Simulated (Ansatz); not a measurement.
Pulling on the B1–H2 bond in CH5BSe (SMILES CB[SeH]) (multiplicity 1 held, fragments rigid). Energies count from the point at 1.189 Å.
Geometry at that point (charge 0, multiplicity 1):
```xyz
8

B     -0.15281    -0.55344     1.06258
H     -1.13196    -0.58935     1.73550
C      1.16908    -1.26448     1.48164
H      0.97857    -2.33314     1.63198
H      1.49361    -0.88849     2.45850
H      2.00004    -1.16077     0.78257
Se    -0.23400     0.42532    -0.59759
H     -1.63466     0.86493    -0.49316
```

Restricted levels (R-, RO-) in cc, def2 and unpolarised 6-31G sets keep to the state of the molecule at rest. Active spaces are followed from a long bond inwards. Curves can end on different states.

Correlated levels freeze the cores. Filled d and f shells under p-block atoms count as core.

The values were computed with Ansatz (Gaussian orbitals). Each number belongs to the level named beside it.

Energies in kJ/mol.

| R (Å) | R-CCSD/cc-pVDZ | R-CCSD(T)/cc-pVDZ | CASSCF(2,2)/cc-pVDZ | FIC-MRCISD+Q on CASSCF(2,2)/cc-pVDZ |
|---|---|---|---|---|
| 0.951 | 120 | 120 | [?] | 120 |
| 1.070 | 27 | 28 | [?] | 27 |
| 1.189 | 0 | 0 | 0 | 0 |
| 1.307 | 9 | 9 | 6 | 9 |
| 1.426 | 39 | 38 | 32 | 38 |
| 1.605 | 100 | 98 | [?] | 98 |
| 1.783 | 166 | 162 | 146 | 162 |
| 2.080 | 266 | 259 | 236 | 259 |
| 2.377 | 345 | 332 | 304 | 332 |
| 2.734 | 409 | 385 | 355 | 387 |
| 3.209 | 456 | 406 | 386 | 422 |
| 3.804 | 479 | 387 | 398 | 435 |

**Question.** What belongs in the gaps?

**Answer.** 
- 0.951, CASSCF(2,2)/cc-pVDZ: 125
- 1.070, CASSCF(2,2)/cc-pVDZ: 30
- 1.605, CASSCF(2,2)/cc-pVDZ: 87

Doubts at one or more of the structures used: a restricted determinant that unrestricted orbitals would lower (R-CCSD/cc-pVDZ, R-CCSD(T)/cc-pVDZ); other coupled-cluster roots lie near (R-CCSD/cc-pVDZ, R-CCSD(T)/cc-pVDZ); T1 above 0.05 (R-CCSD/cc-pVDZ, R-CCSD(T)/cc-pVDZ).

Ansatz is a first-principles code.
